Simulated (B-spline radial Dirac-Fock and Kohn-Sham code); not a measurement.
Form factor and incoherent scattering function of Ar¹¹⁺

System: argon as Ar¹¹⁺, [He] 2s2 2p3.

Input of the calculation (task.json; shells as n, l, electrons):

```json
{"items": [{
  "Z": 18,
  "q": 11,
  "cfg": [[1, 0, 2], [2, 0, 2], [2, 1, 3]],
  "A": 40,
  "rrms": 3.4274,
  "do": ["scatter"],
  "s": [0.0, 0.06, 0.07, 0.09, 0.11, 0.14, 0.18, 0.22, 0.28, 0.35, 0.43, 0.54, 0.68, 0.85, 1.06, 1.33, 1.66, 2.08, 2.61, 3.26, 4.08, 5.11, 6.4],
  "pz": [0, 0.1, 0.2, 0.3, 0.4, 0.5, 0.6, 0.8, 1.0, 1.2, 1.4, 1.6, 1.8, 2.0, 2.5, 3.0, 4.0, 5.0, 7.0, 10.0, 15.0, 20.0, 30.0, 40.0, 60.0, 100.0],
  "hv_scatter": [2000, 10000, 17479.3, 20000, 50000, 100000, 200000, 1000000]
}]}
```

Launch: `python xray_run.py task.json out`

Model: relativistic Hartree-Fock (Dirac-Fock) wave functions, averaged over the configuration. Program: a radial atomic solver. f₀ is the Fourier transform of the spherical electron density, S the Waller-Hartree incoherent function, and s = sin θ/λ. The electron scattering factor follows from the Mott-Bethe formula f_e = 0.023934 Å⁻¹·(Z − f₀)/s².

```csv
s (Å⁻¹),f₀,S,f_e (Å)
0,7.000,0.000,–
0.06,6.979,0.028,73.269
0.07,6.972,0.038,53.867
0.09,6.954,0.063,32.640
0.11,6.931,0.093,21.895
0.14,6.889,0.150,13.568
0.18,6.817,0.245,8.261
0.22,6.730,0.361,5.573
0.28,6.570,0.570,3.489
0.35,6.345,0.859,2.277
0.43,6.047,1.233,1.547
0.54,5.584,1.790,1.019
0.68,4.951,2.508,0.675
0.85,4.190,3.302,0.457
1.06,3.358,4.083,0.312
1.33,2.548,4.762,0.209
1.66,1.930,5.255,0.140
2.08,1.528,5.632,0.091
2.61,1.279,5.975,0.059
3.26,1.070,6.308,0.038
4.08,0.834,6.604,0.025
5.11,0.586,6.814,0.016
6.4,0.369,6.929,0.010
```

f₀ starts at the number of electrons, 7, and has fallen to half at s ≈ 1.02 Å⁻¹. The sum of ⟨r²⟩ over the electrons is 0.7797 bohr². For an ion f_e diverges as s goes to zero, because of the net charge.
